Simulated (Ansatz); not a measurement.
Ligand exchange: AlH(CH3)(OH) + AuSH → AlH(CH3)(SH) + AuOH

Species: AlH(CH3)(OH), singlet; AuSH `[SH][Au]`, singlet; AlH(CH3)(SH), singlet; AuOH `[OH][Au]`, singlet. The partners trade OH for SH: Al–OH and Au–SH bonds give way to Al–SH and Au–OH.

Shapes, held fixed at every level: PBE0-D4/def2-TZVP. Flexible molecules stand in one conformer, not always the lowest. Programs: Ansatz 0.2.0. The zero-point and thermal change to 298 K, harmonic and unscaled (PBE0-D4/def2-TZVP), is -0.7 kJ/mol.

(1) Estimate ΔH(298 K) of this reaction.

Answers

(1) The highest level, CCSD(T)/def2-TZVPP, gives ΔH(298 K) = +169.9 kJ/mol; the levels span +156.5 to +180.8. The column of differences is taken from that level and isn't an error. No measured value is set beside it here. T1 is large for AuSH, AuOH, so single-reference values are less sure there. For atoms past krypton def2 sets carry core potentials with scalar relativity. Correlated rows may include outer-core shells of Au, which these sets cover unevenly.

```tsv
level	kind	ΔH(298 K) (kJ/mol)	less CCSD(T)/def2-TZVPP
HF/def2-TZVPP	Hartree–Fock	+180.8	+10.9
SPW92/def2-TZVPP	LDA	+170.1	+0.2
PBE-D4/def2-TZVPP	GGA	+156.5	-13.4
wB97M-V/def2-TZVPP	range-separated hybrid	+168.1	-1.8
MP2/def2-SVP	perturbation theory	+173.9	+4.0
CCSD/def2-TZVPP	coupled cluster or CI	+173.2	+3.3
CCSD(T)/def2-TZVPP	coupled cluster or CI	+169.9	0.0
```
